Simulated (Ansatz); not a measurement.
Isolated molecules relaxed with PBE0-D4/def2-TZVP in Ansatz; ΔE leaves out vibrations. CCSD(T)/CBS is the MP2 limit (def2-TZVPP, def2-QZVPP) plus CCSD(T) − MP2 in def2-TZVPP, frozen cores. Functionals use def2-TZVPP. B3LYP here is the variant with VWN-RPA as its local correlation; programs differ in this. Elements past krypton have def2 core potentials. For Y outer-core shells are correlated without core-valence functions, which leaves a few kJ/mol of doubt a bond. One conformer a species, not always the lowest.

`[CH3][AlH][SiH2]Cl` + `[CH3][Y]([F])[Cl]` → `[CH3][AlH][SiH2]C` + `[F][Y]([Cl])[Cl]`  (redistribution)

| level | ΔE (kcal/mol) | difference from CCSD(T)/CBS |
| --- | --- | --- |
| revPBE-D4 | -35.2 | 0.9 |
| B97M-V | -37.2 | -1.1 |
| B3LYP-D4 | -36.0 | 0.1 |
| r2SCANh-D4 | -36.7 | -0.6 |
| PBE | -35.0 | 1.1 |
| revPBE | -34.8 | 1.3 |
| BLYP | -35.0 | 1.1 |
| CCSD(T)/def2-SVP | -41.6 | -5.5 |
| CCSD/def2-TZVPP | -36.3 | -0.2 |
| HF/def2-QZVPP | -38.9 | -2.8 |
| CCSD(T)/CBS | -36.1 | 0 |

Largest T1 diagnostic among the species: 0.013.

At CCSD(T), def2-SVP lies −5.5 kcal/mol from the extrapolated value and def2-TZVPP −0.2 kcal/mol. From BLYP to BHLYP (50 % exact exchange), in def2-TZVPP and without D4, ΔE moves by −2.2 kcal/mol.
